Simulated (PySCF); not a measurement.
**Dipole moment and polarisability of `O=C[C@H]([SiH3])CF`**

C₃H₇FOSi.
SMILES with atom numbers: `[O:1]=[CH:2][C@H:3]([SiH3:4])[CH2:5][F:6]` (hydrogens: H7 on C2; H8 on C3; H9, H10, H11 on Si4; H12, H13 on C5)

Geometry (GFN2-xTB, Å), atoms numbered from 1 in this order:
```
atom  x, y, z in Å
O1    -0.4751   -2.2707    0.4304
C2     0.0072   -1.5540   -0.4081
C3    -0.1745   -0.0926   -0.5065
Si4    1.4027    0.7351    0.2655
C5    -1.4021    0.3783    0.2497
F6    -1.3079    1.7228    0.5350
H7     0.6921   -1.9635   -1.1776
H8    -0.2156    0.2055   -1.5552
H9     1.3463    2.1493   -0.0842
H10    2.5626    0.0904   -0.3523
H11    1.3673    0.5036    1.7050
H12   -2.3240    0.2430   -0.3253
H13   -1.4836   -0.1467    1.2059
```

Level: wB97X-D/def2-SVPD (PySCF), static field, nuclei fixed, core orbitals frozen in the response. The polarisability tensor in these axes (au):

```
x   68.22  4.16 -2.39
y    4.16 71.53  0.06
z   -2.39  0.06 59.61
```

Question: What are the eigenvalues, a third of the trace, and Δα (Δα² = ½Σ(αi − αj)² over the three pairs)?

Answer: Principal values 58.88, 66.01 and 74.46 au; mean 66.45 au = 9.85 Å³ = 10.96 × 10⁻⁴⁰ C²·m²/J; Δα = 13.51 au (20 % of the mean).

Question: What is the dipole moment, and where does it point?

Answer: (1.00, 0.78, -1.95) D, 2.33 D in size, pointing from the negative to the positive side. Measured along this direction, the outermost atoms are H13 at the negative end and H10 and H9 at the positive end.

Question: Estimate the molar refractivity from the static electronic polarisability.

Answer: Lorentz–Lorenz: R = (4π/3)N_A α = 2.5225 cm³/(mol·Å³) × 9.85 Å³ = 24.8 cm³/mol, in the limit of long wavelengths.

Question: Along which axes do the principal values lie, and how far do the nuclei extend along each?

Answer: Largest value along (0.58, 0.81, -0.09), where the nuclei span 4.69 Å; middle along (0.77, -0.57, -0.29), 4.16 Å; least along (0.29, -0.10, 0.95), 3.53 Å. The response follows the extents in order.

Question: Find the Langevin capture rate constant for H3O+ (19.018 u) meeting this molecule (106.025 u), k = 2.342 × 10⁻⁹ cm³/s × √(α in Å³ / reduced mass in u).

Answer: The reduced mass is 16.13 u, so k = 1.83 × 10⁻⁹ cm³/s. The formula leaves out the permanent dipole, which adds to the capture rate.

Question: Rayleigh depolarisation ratio (linearly polarised light, static tensor)?

Answer: ρ = 3Δα²/(45ᾱ² + 4Δα²) = 547.9/(198707 + 730.6) = 0.00275.

Question: Orientational against electronic polarisability at 500 K (dilute gas, rigid molecules)?

Answer: In Gaussian units μ²/3kT = 26.14 Å³ against 9.85 Å³, a ratio of 2.65; the Debye molar polarisation (4π/3)N_A(α + μ²/3kT) is 90.8 cm³/mol, leaving out the vibrational part.

Isolated species at its GFN2-xTB geometry (one conformer only).

These values come from a run that also computed excited states. On one thread of an Intel Xeon at 2.50 GHz, shared host with 64 logical CPUs at a one-minute load of 62, this took 60 s wall and 0.81 GiB of memory at its peak.
